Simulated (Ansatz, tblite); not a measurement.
Removing and adding an electron: Ga4O8H4. The state is a singlet with charge 0. Geometry: PBE-D4/def2-SVP. Ansatz, gas phase; energy differences of separate SCF runs; the oxidised species was run as a doublet alone; the reduced species was run as a doublet alone.

```xyz
16

Ga    0.2173    0.1554   -0.0640
Ga    2.0289   -1.9781    1.3709
Ga   -1.1320   -2.3391    1.1423
Ga    0.0359    2.7439   -1.5061
O    -2.5756   -3.3372    1.4882
O     0.3737    0.8893   -1.8786
O    -0.1337    2.0566    0.2795
O     0.7472    4.2580   -2.2104
O    -1.3035   -0.7660    0.2576
O    -0.8756    4.0526   -2.3723
O     0.4933   -2.8836    1.6862
O     1.8455   -0.4297    0.4489
H     1.1067    0.6352   -2.4695
H    -3.3714   -2.9095    1.1185
H     3.4094   -2.4983    1.8575
H    -0.8660    2.3503    0.8512
```

The xTB rows come from tblite. HOMO above LUMO, or a gap near zero within one spin, warns that the state may not be the lowest or that an electron is smeared out. The structure comes from a short search, and lower isomers may exist.

| level | −HOMO (eV) | vertical IE (eV) | −LUMO (eV) | vertical EA (eV) | HOMO–LUMO gap (eV) | IE − EA (eV) | remarks |
| --- | --- | --- | --- | --- | --- | --- | --- |
| GFN1-xTB | 11.58 | 14.27 | 6.91 | 4.79 | 4.68 | 9.48 | – |
| GFN2-xTB | 12.50 | 15.07 | 10.09 | 7.91 | 2.41 | 7.16 | – |
| PBE-D4/def2-SVP | 4.52 | 8.10 | 2.87 | 0.94 | 1.65 | 7.16 | HOMO above zero (-1 doublet), gap within one spin near zero (+1 doublet), restricted SCF unstable in HF (singlet) |
| PBE0-D4/def2-SVP | 6.36 | 8.89 | 2.03 | 0.66 | 4.33 | 8.23 | HOMO above zero (-1 doublet), restricted SCF unstable in HF (singlet) |

   A HOMO above zero means that the electron is unbound at that level or that self-interaction error raises the level; the energy of removing that electron tells which. Raw xTB energy differences between charge states are shifted by several eV; the methods need an empirical correction for them. Sets without diffuse functions give affinities that are too small.
